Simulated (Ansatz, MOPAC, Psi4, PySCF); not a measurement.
Species: diaminoborinic acid, H5BN2O, net charge 0, singlet state. SMILES: NB(N)O
Structure (B3LYP-D3(BJ)/def2-TZVP (Ansatz, a first-principles code) minimum search):
```xyz
9

N      1.2674    -0.5594     0.3003
B      0.0087     0.0178    -0.0050
N     -1.2056    -0.7175     0.1240
O      0.0251     1.3366    -0.4359
H      2.1166    -0.0324     0.2058
H      1.3968    -1.5005     0.6208
H     -2.1110    -0.3378    -0.0839
H     -1.2384    -1.6718     0.4339
H     -0.8407     1.6984    -0.6344
```

Wanted: size of the dipole moment, in D. Terms: 6-311+G** with 5d; no spin-orbit coupling; 6-31G* and kin with 6d, 5d where marked; no dispersion term unless named; PM7 with its own dispersion and hydrogen-bond terms; LANL2DZ all-electron up to Ne; non-relativistic. First-principles rows: single points at B3LYP-D3(BJ) geometries (Ansatz). Semi-empirical rows: dipoles at the shared geometry.

```tsv
level	program	size of the dipole moment (D)
PM6	MOPAC	2.06
PM7	MOPAC	2.29
SVWN5/6-31G*	Ansatz	1.88
BP86/def2-SVP	PySCF	1.82
BP86/6-31G* (5d)	PySCF	1.83
B3LYP/3-21G	Ansatz	2.07
B3LYP/LANL2DZ	Ansatz	2.36
B3LYP/6-31G*	Ansatz	1.87
B3LYP/6-311+G**	Ansatz	1.94
wB97X-D/6-311+G**	Psi4	1.96
```

No value to compare with is used here. The 10 habitual levels span 1.82 (BP86/def2-SVP) to 2.36 D (B3LYP/LANL2DZ).

The levels are drawn from those run, B3LYP/6-31G* more often than the rest, none by its result; left out are runs that failed, that the program found above a lower state of the same kind, or whose <S^2> lies over 0.5 above the pure value.
